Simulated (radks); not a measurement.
The numbers below are computed, except where a source is named.
Valence configurations of Tc I (all share [Kr]). Code: a radial shooting solver on a logarithmic mesh with Libxc functionals. Model: non-relativistic Kohn-Sham, PBE, spin-unpolarised, spherical densities, point nucleus; relativity is left out, which matters for an element this heavy. Energies are relative to 4d5 5s2; eigenvalues in eV.

| valence | E (eV) | e(4d) | e(5p) | e(5s) |
|---|---|---|---|---|
| 4d5 5s2 | 0.000 | -7.205 | - | -4.789 |
| 4d5 5p2 | 7.027 | -9.622 | -2.645 | - |
| 4d5 5s1.5 5p0.5 | 1.691 | -7.873 | -1.798 | -5.228 |
| 4d4 5s2 5p1 | 7.172 | -11.180 | -2.561 | -6.524 |
| 4d3 5p4 | 26.574 | -17.049 | -4.382 | - |
| 4d7 | -1.913 | -2.749 | - | - |
| 4d6 5s1 | -1.632 | -4.753 | - | -3.853 |
| 4d4 5s1 5p2 | 11.208 | -12.272 | -3.074 | -7.179 |
| 4d5 5s1 5p1 | 3.429 | -8.490 | -2.102 | -5.622 |
| 4d4.5 5s2 5p0.5 | 3.227 | -9.200 | -2.034 | -5.690 |

NIST lists [Kr] 4d5 5s2 as the ground configuration; this level of theory puts 4d7 lower, by 1.913 eV. The energies are those of spherical spin-averaged densities, not of single terms. Relativity is left out, which favours d and f over s occupation in heavy atoms.
